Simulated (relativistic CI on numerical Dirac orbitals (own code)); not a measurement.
## Yb46+: q coefficients and field-shift factors

Computed by Dirac-Coulomb-Breit CI, KLI orbitals optimised for each configuration, derivatives by finite differences, unscaled Slater integrals, QED left out (own radial code, finite nucleus).

Configuration list (outside the closed core [Ne]): 3s2 3p6 3d6, 3s2 3p5 3d7, 3s2 3p4 3d8, 3s 3p6 3d7, 3p6 3d8, 3s 3p5 3d8, 3s2 3p6 3d5 4s, 3s2 3p6 3d5 4p. Levels of other configurations are missing.

With x = (α/α₀)² − 1 an excitation energy changes as ω = ω₀ + qx; K = 2q/ω₀ is the relative enhancement. Terms are leading LS components, so labels can repeat. The field-shift factor is F = δν/δ⟨r²⟩ for the transition from the lowest level.

Lowest level 3s2 3p6 3d6 3F_4.

```
           Level  ω₀ (cm⁻¹)  q (cm⁻¹)  F (GHz/fm²)
3s2 3p6 3d6 3P_2      56747      8151       -0.353
3s2 3p6 3d6 3P_0     182709     52280         1.44
3s2 3p6 3d6 5D_3     375771    440400         8.72
3s2 3p6 3d6 5D_4     392001    415800         8.55
3s2 3p6 3d6 5D_1     410885    445500         8.75
3s2 3p6 3d6 3G_5     453832    413900         8.78
3s2 3p6 3d6 3H_6     454570    410000         8.92
3s2 3p6 3d6 3F_2     501700    427400         8.19
3s2 3p6 3d6 3D_3     512830    430500         8.92
3s2 3p6 3d6 3P_0     588921    408300         8.45
3s2 3p6 3d6 1G_4     614648    445400         9.79
3s2 3p6 3d6 3D_2     615778    466100         9.88
3s2 3p6 3d6 3P_1     620270    451500         9.45
3s2 3p6 3d6 3F_3     638654    428300         9.31
3s2 3p6 3d6 5D_2     796815    861400         16.8
3s2 3p6 3d6 5D_0     820194    857100         17.4
3s2 3p6 3d6 3H_4     846699    850300         17.2
3s2 3p6 3d6 5D_3     873696    844100           17
3s2 3p6 3d6 3H_5     879582    850700         17.6
3s2 3p6 3d6 1I_6     907320    840800         17.9
3s2 3p6 3d6 3G_3     928182    863800         17.7
3s2 3p6 3d6 3D_1     952119    839400         16.9
3s2 3p6 3d6 1G_4     967439    836900         17.5
```

At this charge energies of transitions that change n are usually good to better than 1 %, and those within a shell (Δn = 0) to a few per cent.

Problem. Which transition from the lowest level has the largest |K|?

Solution. 3s2 3p6 3d6 5D_3 at 375771 cm⁻¹, K = 2.34.
